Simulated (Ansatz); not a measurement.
```yaml
crystal:
  periodic: [false, false, false]
  atoms:
    - {symbol: C, position_ang: [1.184962, -2.654387, -1.391849]}
    - {symbol: C, position_ang: [0.720957, -2.817489, 0.039170]}
    - {symbol: O, position_ang: [-0.064862, -1.738084, 0.470995]}
    - {symbol: Al, position_ang: [0.183561, -0.079919, 0.596356]}
    - {symbol: O, position_ang: [-1.061912, 0.917401, 1.127902]}
    - {symbol: C, position_ang: [-2.404288, 0.699263, 1.474589]}
    - {symbol: C, position_ang: [-3.209743, 0.138259, 0.323013]}
    - {symbol: O, position_ang: [1.684762, 0.578613, 0.221087]}
    - {symbol: C, position_ang: [2.194304, 1.885726, 0.181916]}
    - {symbol: C, position_ang: [1.444703, 2.764452, -0.795620]}
    - {symbol: H, position_ang: [1.812787, -1.764832, -1.493066]}
    - {symbol: H, position_ang: [1.769527, -3.521779, -1.710085]}
    - {symbol: H, position_ang: [0.328424, -2.555169, -2.063483]}
    - {symbol: H, position_ang: [1.591007, -2.939607, 0.697393]}
    - {symbol: H, position_ang: [0.118704, -3.728328, 0.134581]}
    - {symbol: H, position_ang: [-2.827159, 1.659002, 1.793144]}
    - {symbol: H, position_ang: [-2.468818, 0.020327, 2.334841]}
    - {symbol: H, position_ang: [-4.256480, 0.007472, 0.610417]}
    - {symbol: H, position_ang: [-3.173080, 0.813879, -0.535270]}
    - {symbol: H, position_ang: [-2.816507, -0.835487, 0.018043]}
    - {symbol: H, position_ang: [2.161445, 2.335959, 1.182587]}
    - {symbol: H, position_ang: [3.250195, 1.824045, -0.105628]}
    - {symbol: H, position_ang: [1.486833, 2.340569, -1.802116]}
    - {symbol: H, position_ang: [0.396110, 2.859530, -0.500305]}
    - {symbol: H, position_ang: [1.881065, 3.766385, -0.828413]}
basis:
  gaussian: {orbitals: aug-pcseg-2, nuclear_model: gaussian, point_charges: [{charge: 1.00, position_ang: [7.386, -0.423, 0.992]}]}
hamiltonian: {xc: {name: M06-2X}}
output: {forces: true}
```

```sh
$ ansatz run in.yaml --threads 4 --pin off --events-out ev --progress --plain --max-ram 41984MiB --backend cuda --devices 0, --max-vram 37GiB
```

Output, abridged:

```
Error: YAML parse error: error: line 31 column 19: hamiltonian.xc: no functional is named "M06-2X"; the names, which are not case-sensitive, are SVWN5, SPW92, PBE, PBE0, PBEsol, revPBE, revPBE0, RPBE, rPW86-PBE, HSE06, wPBEh, LC-wPBE, HISS, HF, BLYP, B3LYP, B3LYP5, BHLYP, CAM-B3LYP, r2SCAN, r2SCANh, r2SCAN0, r2SCAN50, m-r2SCAN, B97, wB97, wB97X, wB97X-V, B97M-V, wB97M-V, B2PLYP, B2GP-PLYP, PBE0-DH, PBE-QIDH
29 | basis:
30 |   gaussian: {orbitals: aug-pcseg-2, nuclear_model: gaussian, point_charges: [{charg…
31 | hamiltonian: {xc: {name: M06-2X}}
32 | output: {forces: true}
```

Q: Something in this input is off. What?

A: The method's name isn't one that the program takes here. The input was rejected before any iteration.

HSE06 is defined as in plane-wave codes.
